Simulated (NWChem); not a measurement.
Everything below was run with NWChem. System: H4ClInO, charge 0, spin multiplicity 1, at a geometry optimised with B3LYP/def2-SVP with def2 effective core potentials on In. The structure started from a generated list of species. Level: G0W0@PBE/def2-TZVP with def2 effective core potentials on In, RI basis def2-tzvp-rifit, no spin-orbit coupling.

Input file:

```
start mol
memory heap 200 mb stack 700 mb global 1700 mb
geometry units angstroms nocenter noautoz noautosym
  In    -0.649427    -0.022972     0.122402
  H     -1.066201     0.266668     1.764746
  H     -1.505653    -0.565114    -1.274304
  Cl     1.415419     1.139654    -0.504374
  O      0.962219    -1.788467     0.302806
  H      1.696341    -1.184588     0.061704
  H      0.937547    -2.457719    -0.397955
end
basis spherical
  * library def2-tzvp
end
ecp
  In library def2-ecp
end
basis "ri basis" bse spherical
  * library def2-tzvp-rifit
end
dft
  xc xpbe96 cpbe96
  iterations 100
  direct
  tolerances tight
end
task dft energy
gw
  states alpha occ 4 vir 2
end
task dft gw
```

NWChem printed:

```
             Northwest Computational Chemistry Package (NWChem) 7.3.0
             --------------------------------------------------------

                                NWChem Input Module
                                -------------------

 Scaling coordinates for geometry "geometry" by  1.889725989
 (inverse scale =  0.529177249)

                             Geometry "geometry" -> ""
                             -------------------------

 Output coordinates in angstroms (scale by  1.889725989 to convert to a.u.)

  No.       Tag          Charge          X              Y              Z
 ---- ---------------- ---------- -------------- -------------- --------------
    1 In                  49.0000    -0.64942700    -0.02297200     0.12240200
    2 H                    1.0000    -1.06620100     0.26666800     1.76474600
    3 H                    1.0000    -1.50565300    -0.56511400    -1.27430400
    4 Cl                  17.0000     1.41541900     1.13965400    -0.50437400
    5 O                    8.0000     0.96221900    -1.78846700     0.30280600
    6 H                    1.0000     1.69634100    -1.18458800     0.06170400
    7 H                    1.0000     0.93754700    -2.45771900    -0.39795500

 Effective nuclear repulsion energy (a.u.)     362.4220444136

            Nuclear Dipole moment (a.u.)
            ----------------------------
        X                 Y               Z
 ---------------- ---------------- ----------------
    -0.0000264562     0.0000018897    -0.0000396842


 Summary of "ao basis" -> "" (spherical)
 ------------------------------------------------------------------------------
       Tag                 Description            Shells   Functions and Types
 ---------------- ------------------------------  ------  ---------------------
 *                         def2-tzvp                  on all atoms

 Summary of "ri basis" -> "" (spherical)
 ------------------------------------------------------------------------------
       Tag                 Description            Shells   Functions and Types
 ---------------- ------------------------------  ------  ---------------------
 *                      def2-tzvp-rifit               on all atoms

  pbe96 is a nonlocal functional; adding pw91lda local functional.

                                 NWChem DFT Module
                                 -----------------

 Summary of "ao basis" -> "ao basis" (spherical)
 ------------------------------------------------------------------------------
       Tag                 Description            Shells   Functions and Types
 ---------------- ------------------------------  ------  ---------------------
 In                        def2-tzvp                16       50   6s5p3d2f
 H                         def2-tzvp                 4        6   3s1p
 Cl                        def2-tzvp                13       37   5s5p2d1f
 O                         def2-tzvp                11       31   5s3p2d1f

 Summary of "ao basis" -> "ao basis" (spherical)
 ------------------------------------------------------------------------------
       Tag                 Description            Shells   Functions and Types
 ---------------- ------------------------------  ------  ---------------------
 In                        def2-tzvp                16       50   6s5p3d2f
 H                         def2-tzvp                 4        6   3s1p
 Cl                        def2-tzvp                13       37   5s5p2d1f
 O                         def2-tzvp                11       31   5s3p2d1f
[...]
    79      0.446876  4 Cl pz                82      0.321061  4 Cl pz
    76      0.216211  4 Cl pz                70     -0.177051  4 Cl pz
    59      0.135803  3 H  s                 53     -0.130906  2 H  s
    52     -0.123822  2 H  s                 58      0.123255  3 H  s
    78      0.116158  4 Cl py                25      0.104319  1 In d  1

 Vector   26  Occ=0.000000D+00  E=-6.194611D-02
              MO Center= -4.4D-01, -4.8D-01, -2.2D-02, r^2= 6.6D+00
   Bfn.  Coefficient  Atom+Function         Bfn.  Coefficient  Atom+Function
  ----- ------------  ---------------      ----- ------------  ---------------
   104      0.427866  5 O  s                 20      0.385441  1 In py
   139     -0.384954  7 H  s                 17      0.341394  1 In py
    14      0.270196  1 In py                11     -0.230606  1 In py
    19     -0.165154  1 In px                16     -0.140096  1 In px
   103      0.140754  5 O  s                102      0.119855  5 O  s

 Vector   27  Occ=0.000000D+00  E=-4.363069D-02
              MO Center= -2.5D-01, -3.9D-02, -3.0D-02, r^2= 6.3D+00
   Bfn.  Coefficient  Atom+Function         Bfn.  Coefficient  Atom+Function
  ----- ------------  ---------------      ----- ------------  ---------------
     6      0.736465  1 In s                  5      0.627102  1 In s
    59     -0.528736  3 H  s                 53     -0.516693  2 H  s
     2      0.464230  1 In s                  1     -0.341799  1 In s
   139      0.340549  7 H  s                 19      0.323317  1 In px
     3     -0.290641  1 In s                104     -0.268907  5 O  s

 Vector   28  Occ=0.000000D+00  E=-9.830360D-03
              MO Center= -1.1D+00, -5.3D-01,  1.8D-01, r^2= 6.1D+00
   Bfn.  Coefficient  Atom+Function         Bfn.  Coefficient  Atom+Function
  ----- ------------  ---------------      ----- ------------  ---------------
     6      0.798784  1 In s                 53     -0.698863  2 H  s
    59     -0.697711  3 H  s                 19     -0.482411  1 In px
     5      0.419133  1 In s                139     -0.354668  7 H  s
    16     -0.331259  1 In px                 2      0.283852  1 In s
   104      0.243160  5 O  s                 20     -0.223207  1 In py

 center of mass
 --------------
 x =  -0.10759061 y =   0.05155179 z =   0.01585937

 moments of inertia (a.u.)
 ------------------
         433.597791841594         -96.718220576900         105.666892455071
         -96.718220576900         560.670895352420          96.463666084287
         105.666892455071          96.463666084287         872.776168694766

     Multipole analysis of the density
     ---------------------------------

     L   x y z        total         alpha         beta         nuclear
     -   - - -        -----         -----         ----         -------
     0   0 0 0     -0.000000    -25.000000    -25.000000     50.000000

     1   1 0 0     -0.292251    -17.327459    -17.327459     34.362668
     1   0 1 0     -1.267423     -1.241464     -1.241464      1.215504
     1   0 0 1     -0.144087      3.166264      3.166264     -6.476614

     2   2 0 0    -32.930198   -119.101266   -119.101266    205.272333
     2   1 1 0     -4.348889    -20.425194    -20.425194     36.501499
     2   1 0 1     -0.398899     20.702067     20.702067    -41.803032
     2   0 2 0    -30.030524   -114.137087   -114.137087    198.243649
     2   0 1 1      2.391056     22.742655     22.742655    -43.094254
     2   0 0 2    -35.342734    -36.014490    -36.014490     36.686247

 Task  times  cpu:       28.7s     wall:       28.7s

                                NWChem Input Module
                                -------------------

                                 NWChem GW Module
                                 ----------------

                             ***********************
                             ***        GW       ***
                             ***********************

 Summary of "ri basis" -> "ri basis" (spherical)
 ------------------------------------------------------------------------------
       Tag                 Description            Shells   Functions and Types
 ---------------- ------------------------------  ------  ---------------------
 In                     def2-tzvp-rifit             38      184   9s8p8d6f4g3h
 H                      def2-tzvp-rifit              7       15   4s2p1d
 Cl                     def2-tzvp-rifit             29      113   9s7p6d5f2g
 O                      def2-tzvp-rifit             22       76   8s6p4d3f1g

                 Memory Information
                 ------------------
          Available GA per process is          1699.8 MBs
          Available stack per process is        700.0 MBs
          Available heap per process is           0.0 MBs

          Peak memory in Initialization
              Peak GA per process is                 14.2 MBs
              Peak stack per process is               0.2 MBs
              Peak heap per process is               14.9 MBs
              Memory not in MA per process            0.0 MBs

          Peak memory in AFF Calculation
              Peak GA per process is                 87.4 MBs
              Peak stack per process is              65.3 MBs
              Peak heap per process is                0.0 MBs
              Memory not in MA per process           65.3 MBs

          Computing 2-center integrals
          Computing Inverse Cholesky factor
          Computing 3-center integrals
          Computing V_xc ...

          Computing Sigma_x
          Computing RPA polarizability
          Solving quasiparticle equations

                  Alpha Orbitals
          State     Energy (eV)     Error (eV)
          -----------------------------------
@GW        22        -10.550           0.002
@GW        23        -10.332           0.002
@GW        24         -9.904           0.002
@GW        25         -9.575           0.002
@GW        26          0.677           0.005
@GW        27          1.456           0.002

   Applying  -2.9554 eV scissor-shift to rest of particle states

   Applying   2.3627 eV scissor-shift to rest of hole states

     GW Timing Statistics
   ------------------------
   Init.   :          0.1s
     ERIs  :          1.6s
     Distr.:          0.0s
     Vxc   :          0.6s
   Sigma_x :          0.0s
   RPA     :          4.0s
   Wmn     :          0.1s
   Sigma_c :          0.0s
   GW total:          6.4s

 Task  times  cpu:        6.4s     wall:        6.4s

 Total times  cpu:       35.1s     wall:       35.1s
```
